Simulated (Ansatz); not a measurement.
`[NH2][Hf]([NH2])([NH2])[F]` + `C=C(Cl)I` → `[NH2][Hf]([NH2])([F])[Cl]` + `C=C(N)I`  (formal exchange of groups at the Hf–N bond)

Computed with Ansatz on PBE0-D4/def2-TZVP structures; ΔE is electronic, products minus reactants. CCSD(T)/CBS is the MP2 limit (def2-TZVPP, def2-QZVPP) plus CCSD(T) − MP2 in def2-TZVPP, frozen cores. DFT in def2-TZVPP. Elements past krypton have def2 core potentials. For Hf, I outer-core shells are correlated without core-valence functions, which leaves a few kJ/mol of doubt a bond. One conformer a species, not always the lowest.

```
                     species  LDA (SPW92) energy (Eh)
`[NH2][Hf]([NH2])([NH2])[F]`               -313.95087
                  `C=C(Cl)I`               -832.71630
 `[NH2][Hf]([NH2])([F])[Cl]`               -717.20235
                   `C=C(N)I`               -429.51750
```

(1) Work out ΔE.

Largest T1 diagnostic among the species: 0.015.

Results:

(1) ΔE = (-717.20235) + (-429.51750) − (-313.95087) − (-832.71630) = -0.05268 Eh = -1.43 eV. CCSD(T)/CBS gives -1.31 eV.

At CCSD(T), def2-SVP lies −0.15 eV from the extrapolated value and def2-TZVPP −0.02 eV. From BLYP to BHLYP (50 % exact exchange), in def2-TZVPP and without D4, ΔE moves by −0.15 eV. In def2-TZVPP, CCSD(T) changes the Hartree–Fock value by +0.24 eV (the triples alone add +0.02 eV) and MP2 by +0.22 eV.
